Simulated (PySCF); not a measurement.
Si(F)(Cl)(Me)(OH) (CH4ClFOSi), SMILES [Si](F)(C)(O)Cl.

Coordinates come from a PBE0-D3(BJ)/def2-SVP optimisation. One conformer was computed; it need not be the lowest.

These are TDA-PBE0/def2-SVPD (PySCF) values and carry that method's errors.

Vertical excitations. The molecule is in vacuum.

```
state  energy (eV)  λ (nm)      f                                                                  main pairs
-----  -----------  ------  -----  --------------------------------------------------------------------------
S1            8.16     152  0.038                                            HOMO→LUMO 79 %, HOMO−1→LUMO 15 %
S2            8.32     149  0.088                                            HOMO−1→LUMO 80 %, HOMO→LUMO 16 %
S3            8.87     140  0.074                        HOMO−2→LUMO 44 %, HOMO−3→LUMO 23 %, HOMO→LUMO+1 15 %
S4            9.03     137  0.021      HOMO−2→LUMO 40 %, HOMO→LUMO+1 32 %, HOMO→LUMO+2 12 %, HOMO−3→LUMO 11 %
S5            9.14     136  0.007  HOMO−3→LUMO 43 %, HOMO−1→LUMO+1 25 %, HOMO→LUMO+1 12 %, HOMO−1→LUMO+2 10 %
S6            9.17     135  0.103     HOMO−1→LUMO+1 49 %, HOMO→LUMO+1 13 %, HOMO−3→LUMO 12 %, HOMO−2→LUMO 9 %
S7            9.45     131  0.017    HOMO→LUMO+2 34 %, HOMO−1→LUMO+2 23 %, HOMO→LUMO+3 8 %, HOMO−1→LUMO+3 8 %
S8            9.51     130  0.005   HOMO−1→LUMO+2 36 %, HOMO→LUMO+2 30 %, HOMO→LUMO+1 10 %, HOMO−1→LUMO+1 6 %
S9            9.56     130  0.004                                                            HOMO→LUMO+3 79 %
S10           9.71     128  0.011                     HOMO−4→LUMO 49 %, HOMO−2→LUMO+1 25 %, HOMO−1→LUMO+2 9 %
T1            7.85     158      0                                                              HOMO→LUMO 76 %
T2            8.03     154      0                                                            HOMO−1→LUMO 74 %
T3            8.39     148      0      HOMO−3→LUMO 25 %, HOMO→LUMO+1 24 %, HOMO−2→LUMO 21 %, HOMO→LUMO+2 10 %
T4            8.66     143      0   HOMO→LUMO+1 24 %, HOMO−1→LUMO+1 22 %, HOMO−1→LUMO+2 10 %, HOMO→LUMO+2 9 %
```
Triplets are in the Tamm–Dancoff approximation.
